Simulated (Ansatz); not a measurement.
Ideal-gas functions of H4OSSn, SMILES `[OH][SnH2][SH]` at 400 K and 1 bar, from an Ansatz frequency run at PBE0-D4/def2-TZVP.

Molar mass 170.81 g/mol, point group C1 (symmetry number 1), electronic degeneracy 1, moments of inertia 55.759, 183.638, 227.233 u Å². Harmonic wavenumbers (cm⁻¹, unscaled): 126, 154, 226, 359, 389, 518, 608, 638, 682, 719, 864, 1956, 1983, 2713, 3889.

Use S(trans) = R[1.5 ln M + 2.5 ln T − 1.1517]; rotational temperatures θ = 24.2544 K / I; S(rot) = R[ln(√π/σ · √(T³/θAθBθC)) + 1.5]; for each mode x = 1.438777 ν̃/T, S = R[x/(eˣ − 1) − ln(1 − e⁻ˣ)] and H = RT x/(eˣ − 1); 1 cm⁻¹ = 0.0119627 kJ/mol; R = 8.31446 J/(mol·K).

By hand: the entropy, in J/(mol·K).

Translation 179.1. Rotation: θ = 0.435, 0.1321, 0.1067 K, giving 113.1. Vibration, mode by mode: 14.97, 13.33, 10.26, 6.74, 6.17, 4.25, 3.29, 3.02, 2.67, 2.40, 1.59, 0.06, 0.05, 0.01, 0.00, in all 68.8. Electronic 0.0. Sum 361.0 J/(mol·K).

By hand: H − E and G − E in kJ/mol, counted from the electronic energy.

Zero-point energy ½ × 15824 × 0.0119627 = 94.6; thermal vibration 15.3; translation, rotation and pV give 4 RT = 13.3. H − E = 123.2 kJ/mol, and G − E = 123.2 − 400 × 361.0/1000 = -21.2 kJ/mol.

Vibration gives 19 % of the entropy, 15.0 J/(mol·K) of it from the mode under 150 cm⁻¹: soft modes count most, and the harmonic formula is weakest for them. The sum counts one conformer and one mirror image; others add a mixing term.
